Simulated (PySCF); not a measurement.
## Shifts of the heteroatoms

Atom-mapped SMILES (the numbers label the heavy atoms): `[CH2:1]=[CH:2][Si@H:3]([CH:4]=[O:5])/[N:6]=[C:7](/[CH3:8])[C:9]#[N:10]`. Each H is labelled by its parent atom. Ha(C1) is cis to Si3; Hb(C1) is trans to Si3.

[PySCF: GFN2-xTB structure; PBE0/pcSseg-1 with gauge-including orbitals; rapidly exchanging positions averaged; isolated molecule; relativity neglected; one computed conformer]

Question: Predict the $^{29}$Si NMR data.

Answer: 
| atoms | environment | σ (ppm) | δ (ppm) |
| --- | --- | --- | --- |
| Si3 | silicon bonded to 2 C, N, H | 394.3 | -44.1 |

Shieldings were converted by a linear fit to measured shifts: $^{29}$Si (scatter 8.9 ppm rms, 25.8 ppm with the 6 outliers that the fit left out vs TMS, solution or neat liquid). Occasional misses reach two or three times the rms, and more in compound classes unlike the fitted ones.

On a 500 MHz spectrometer $^{29}$Si resonates near 99.3 MHz, so 1 ppm is 99.3 Hz.

Question: What are the $^{15}$N shifts?

Answer: 
| atoms | environment | σ (ppm) | δ (ppm) |
| --- | --- | --- | --- |
| N6 | imine nitrogen | -150.1 | -9.7 |
| N10 | nitrile nitrogen | -45.0 | -106.6 |

Shieldings were converted by a linear fit to measured shifts: $^{15}$N: δ = -148.07 − 0.921σ (rms 6.3 ppm, 71 shifts vs CH3NO2, solution or neat liquid). A few per cent of atoms miss by over 2 rms, more outside the fitted compound classes.

On a 600 MHz spectrometer $^{15}$N resonates near 60.8 MHz, so 1 ppm is 60.8 Hz.

Question: Predict the $^{17}$O NMR data.

Answer: 
| atoms | environment | σ (ppm) | δ (ppm) |
| --- | --- | --- | --- |
| O5 | carbonyl oxygen | -587.7 | 802.0 |

Shieldings were converted by a linear fit to measured shifts: $^{17}$O (scatter 10.7 ppm rms, 12.2 ppm with the 3 outliers that the fit left out vs liquid water, solution or neat liquid). Occasional misses reach two or three times the rms, and more in compound classes unlike the fitted ones.

On a 300 MHz spectrometer $^{17}$O resonates near 40.7 MHz, so 1 ppm is 40.7 Hz.
